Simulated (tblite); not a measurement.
C6H7FN (doublet state).
SMILES with atom numbers: `[N:1]#[C:2][C@@H:3]1[CH2:4][CH2:5][CH2:6][C:7]1[F:8]` (hydrogens: H9 on C3; H10, H11 on C4; H12, H13 on C5; H14, H15 on C6)
Bond orders are those of one Lewis drawing.

Computed with GFN2-xTB (tblite), gas phase: L-BFGS steps from a force-field or distance-geometry start until the largest atomic force falls under 0.01 eV/Å.

Step 5: E = -652.2659 eV
```
atom  x, y, z in Å  |  force x, y, z in eV/Å
N1      1.7289    0.0675   -2.6527    0.027  -0.010  -0.128
C2      1.4256    0.2879   -1.5744   -0.083  -0.031   0.166
C3      1.0053    0.5528   -0.2087    0.035   0.029   0.006
C4      0.7339   -0.7528    0.5638    0.132  -0.052   0.124
C5     -0.7444   -1.0460    0.3117   -0.021  -0.057  -0.056
C6     -1.4086    0.3332    0.3100   -0.018  -0.004  -0.017
C7     -0.3313    1.2129   -0.2016   -0.024  -0.095  -0.032
F8     -0.4388    2.5540   -0.1419    0.030   0.047   0.006
H9      1.7841    1.1627    0.2614    0.061   0.089  -0.007
H10     1.3858   -1.5728    0.2583   -0.040   0.071  -0.021
H11     0.8938   -0.5572    1.6273    0.021  -0.050  -0.035
H12    -0.8672   -1.5231   -0.6617    0.000   0.024  -0.003
H13    -1.1603   -1.7028    1.0722   -0.026  -0.027   0.006
H14    -1.7064    0.6258    1.3263   -0.018   0.052  -0.007
H15    -2.3048    0.3659   -0.3120   -0.076   0.016  -0.003
```

Step 6: E = -652.2673 eV
```
atom  x, y, z in Å  |  force x, y, z in eV/Å
N1      1.7269    0.0687   -2.6503    0.018  -0.005  -0.070
C2      1.4261    0.2866   -1.5701   -0.068  -0.046   0.034
C3      1.0055    0.5525   -0.2065    0.037   0.024   0.014
C4      0.7355   -0.7542    0.5653    0.051  -0.005   0.060
C5     -0.7446   -1.0466    0.3109    0.008  -0.035  -0.007
C6     -1.4092    0.3330    0.3096   -0.024  -0.016  -0.018
C7     -0.3320    1.2107   -0.2040   -0.007  -0.032  -0.014
F8     -0.4376    2.5531   -0.1416    0.027   0.012   0.003
H9      1.7862    1.1649    0.2576    0.040   0.084   0.025
H10     1.3864   -1.5721    0.2566   -0.019   0.041  -0.018
H11     0.8948   -0.5573    1.6265    0.027  -0.059   0.025
H12    -0.8671   -1.5228   -0.6623    0.002   0.016  -0.017
H13    -1.1607   -1.7031    1.0717   -0.026  -0.029   0.001
H14    -1.7080    0.6275    1.3255   -0.002   0.044  -0.009
H15    -2.3067    0.3670   -0.3109   -0.065   0.005  -0.009
```

Step 7: E = -652.2683 eV
```
atom  x, y, z in Å  |  force x, y, z in eV/Å
N1      1.7257    0.0696   -2.6493   -0.004   0.002   0.005
C2      1.4253    0.2846   -1.5678   -0.037  -0.047  -0.062
C3      1.0064    0.5527   -0.2047    0.025   0.016   0.016
C4      0.7373   -0.7548    0.5671   -0.025   0.031   0.001
C5     -0.7445   -1.0475    0.3104    0.019  -0.003   0.027
C6     -1.4101    0.3325    0.3091   -0.020  -0.015  -0.017
C7     -0.3326    1.2090   -0.2057    0.010   0.016  -0.001
F8     -0.4364    2.5526   -0.1414    0.022  -0.024   0.001
H9      1.7882    1.1679    0.2558    0.011   0.064   0.028
H10     1.3866   -1.5710    0.2551    0.007   0.008  -0.018
H11     0.8961   -0.5585    1.6268    0.032  -0.058   0.070
H12    -0.8670   -1.5224   -0.6631    0.009   0.008  -0.020
H13    -1.1614   -1.7039    1.0714   -0.019  -0.025  -0.009
H14    -1.7090    0.6294    1.3247    0.010   0.032  -0.017
H15    -2.3091    0.3678   -0.3104   -0.041  -0.005  -0.004
```

Task: Estimate the geometry and energy of step 8. (The exact step hangs on the optimiser's Hessian estimate; all steps are aligned on step 7, rigid shifts and turns removed.)

Result: E = -652.2690 eV, largest force 0.100 eV/Å
```
atom  x, y, z in Å  |  force x, y, z in eV/Å
N1      1.7250    0.0701   -2.6491   -0.023   0.001   0.049
C2      1.4237    0.2822   -1.5670   -0.007  -0.031  -0.091
C3      1.0077    0.5533   -0.2030    0.006   0.008   0.011
C4      0.7384   -0.7548    0.5688   -0.060   0.040  -0.026
C5     -0.7441   -1.0484    0.3104    0.012   0.024   0.037
C6     -1.4112    0.3318    0.3083   -0.008  -0.004  -0.015
C7     -0.3328    1.2078   -0.2070    0.019   0.036   0.007
F8     -0.4349    2.5520   -0.1412    0.014  -0.039   0.000
H9      1.7899    1.1717    0.2551   -0.020   0.035   0.016
H10     1.3867   -1.5698    0.2537    0.021  -0.009  -0.014
H11     0.8977   -0.5609    1.6284    0.030  -0.053   0.079
H12    -0.8667   -1.5218   -0.6640    0.018   0.006  -0.009
H13    -1.1624   -1.7050    1.0710   -0.008  -0.018  -0.020
H14    -1.7095    0.6316    1.3238    0.016   0.019  -0.026
H15    -2.3119    0.3682   -0.3101   -0.012  -0.015   0.003
```

The energy changes by -0.0008 eV. The first-order estimate −F·Δx gives -0.0011 eV and the mean of the old and new forces, exact on a quadratic surface, -0.0008 eV. The step makes an angle of 47° with the force vector and moves no atom by more than 0.004 Å.

What follows is the cost of the whole relaxation. On one thread, Arm Neoverse V2 (aarch64), no GPU, shared host with 32 logical CPUs at a one-minute load of 19, this took 0.19 s.
